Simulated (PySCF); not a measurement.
These are CAM-B3LYP-D3(BJ)/def2-TZVP (PySCF 2.14.0) values and carry that method's errors. Isolated molecules, 0 K electronic values unless said otherwise. One relaxed conformer stands for a flexible species; it need not be the lowest. Delta-SCF ions had no search for a lower state. Excitations are Tamm–Dancoff values on a coarser integration grid. The basis has no diffuse functions, so Rydberg states are missing or too high.

Reference species (SMILES): `[SH][In]([SH])[SH]` (neutral, multiplicity 1).

vertical ionisation energy (Delta-SCF): 9.71 eV
S1 oscillator strength: 0.000
S1 excitation (TDA): 4.81 eV
S1–T1 gap (TDA): 0.36 eV

Changed species: `[InH]([SH])[SH]` (H–S–In–S torsion 180°, S–In–S–H torsion 0°) (1 of 3 SH replaced by H; the reference has 0 of 3 SH replaced by H).

What does the change do to the vertical ionisation energy (Delta-SCF), S1 oscillator strength, S1 excitation (TDA) and S1–T1 gap (TDA)?

the vertical ionisation energy (Delta-SCF) decreases by 0.17 eV, to 9.54 eV; the S1 oscillator strength stays essentially unchanged; the S1 excitation (TDA) rises by 0.40 eV, to 5.21 eV; the S1–T1 gap (TDA) rises by 0.19 eV, to 0.55 eV.
